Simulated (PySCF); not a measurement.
CH5NOSi2.
Numbering: `[C-:1]#[N+:2][SiH2:3][SiH2:4][OH:5]` (hydrogens: H6, H7 on Si3; H8, H9 on Si4; H10 on O5)

Level of theory: PySCF 2.14.0, PBE0-D3(BJ)/def2-SVP geometry optimisation, gas phase.

Problem. List the bond lengths, angles and torsions at this level.

Solution. 
| bond | length (Å) | order |
| --- | --- | --- |
| C1≡N2 | 1.179 | triple |
| N2–Si3 | 1.762 | single |
| Si3–Si4 | 2.340 | single |
| Si4–O5 | 1.669 | single |
| Si3–H6, Si3–H7 | 1.490 | single |
| Si4–H8, Si4–H9 | 1.497 | single |
| O5–H10 | 0.962 | single |

Bonds in one row agree within 0.01 Å and their mean is given. Orders are formal, as drawn. A selection of angles:
| angle | degrees |
| --- | --- |
| C1–N2–Si3 | 176.4 |
| N2–Si3–Si4 | 105.8 |
| N2–Si3–H6 | 107.2 |
| Si4–Si3–H6 | 113.2 |
| H6–Si3–H7 | 109.8 |
| Si3–Si4–O5 | 104.8 |
| Si3–Si4–H8 | 109.6 |
| O5–Si4–H8 | 112.5 |
| H8–Si4–H9 | 108.0 |
| Si4–O5–H10 | 117.7 |

Torsions: N2–Si3–Si4–O5 180° (antiperiplanar); H10–O5–Si4–Si3 179° (antiperiplanar).

Si4 (oxygen-bound silicon) is distorted tetrahedral (angles from 104.8° to 112.5°). O5 (silanol oxygen) is bent (angle 117.7°). The 5 heavy atoms lie in one plane (0.001 Å rms). Si3 (SiH2 silicon) is distorted tetrahedral (angles from 105.8° to 113.2°).

Point group: Cs (tolerance 0.08 Å). Not checked by PBE0-D3(BJ)/def2-SVP frequencies. The numbers are those of one conformer (N2–Si3–Si4–O5 180°, Si3–Si4–O5–H 179°).

Hardware: an AMD EPYC 7R43 with one thread, shared host with 256 logical CPUs at a one-minute load of 151. Cost: 53 s, 0.47 GiB resident at most. These figures are those of the optimisation.
